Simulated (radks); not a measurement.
The numbers below are computed, except where a source is named.
Valence configurations of Mo II (all share [Kr]). Level of theory: Dirac Kohn-Sham, LDA (Slater exchange, Perdew-Wang correlation), spin-unpolarised, spherical densities, finite nucleus; open shells fill j = l - 1/2 first; Fermi nuclear charge, rms radius 4.4091 fm (a radial shooting solver on a logarithmic mesh with Libxc functionals). Energies are relative to 4d5; eigenvalues in eV.

valence,E (eV),e(4d3/2),e(4d5/2),e(5p1/2),e(5s1/2)
4d5,0.000,-10.720,-10.504,-,-
4d4 5s1,0.942,-13.031,-,-,-11.252
4d4 5p1,5.185,-14.058,-,-7.662,-
4d4.5 5s0.5,0.327,-11.842,-11.615,-,-10.684
4d4 5s0.5 5p0.5,3.054,-13.551,-,-7.368,-11.608
4d3 5s2,3.430,-15.643,-,-,-12.405
4d3 5s0.5 5p1.5,10.347,-17.133,-,-8.680,-13.363
4d3 5s1 5p1,8.017,-16.648,-,-8.423,-13.057
4d3 5p2,12.701,-17.606,-,-8.925,-
4d3.5 5s1.5,2.004,-14.306,-,-,-11.828

NIST lists [Kr] 4d5 as the ground configuration; this level of theory agrees among the configurations tried. The energies are those of spherical spin-averaged densities, not of single terms.
